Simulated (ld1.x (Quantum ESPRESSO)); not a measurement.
**An all-electron radial function and its pseudo partner (titanium)**

Columns: radius, all-electron u(r) and pseudo u(r) of the 4s shell (level -7.50 eV) of titanium in the configuration [Ne] 3s2 3p6 3d2 4s1.5 4p0; LDA (PZ), scalar-relativistic, TM scheme, ld1.x (Quantum ESPRESSO) 7.5.

```tsv
r (bohr)	all-electron	pseudo
0.132	-0.0902	-0.0130
0.265	-0.1519	-0.0267
0.398	0.0109	-0.0416
0.530	0.1776	-0.0581
0.663	0.2687	-0.0774
0.795	0.2786	-0.0997
0.928	0.2285	-0.1262
1.060	0.1431	-0.1571
1.193	0.0399	-0.1933
1.325	-0.0663	-0.2345
1.458	-0.1691	-0.2807
1.590	-0.2622	-0.3301
1.723	-0.3446	-0.3815
1.855	-0.4142	-0.4319
1.988	-0.4721	-0.4792
2.120	-0.5182	-0.5204
2.252	-0.5538	-0.5543
2.385	-0.5800	-0.5801
2.518	-0.5978	-0.5978
2.650	-0.6079	-0.6079
2.782	-0.6117	-0.6117
2.915	-0.6100	-0.6100
3.048	-0.6035	-0.6035
3.180	-0.5932	-0.5932
3.312	-0.5797	-0.5797
3.445	-0.5635	-0.5635
```

Q: How many radial nodes do the two functions have?

A: The all-electron 4s function has n − l − 1 = 3 (the table is too coarse to show those close to the nucleus); the pseudo-wave has 0, since the states of the same l below it are removed with the core.

Q: At about which radius was the pseudo-wave matched?

A: 2.65 bohr. The columns agree to 0.0005 from 2.38 bohr on; several derivatives are matched, so the curves merge somewhat inside the radius.

Q: Where does each function peak?

A: Outermost all-electron maximum near 2.78 bohr, pseudo maximum near 2.78 bohr (to the table’s step).

Q: Is the pseudo-wave norm-conserving?

A: Yes: the TM scheme keeps the norm inside the radius equal to the all-electron one, which fixes the energy derivative of the logarithmic derivative at the level.
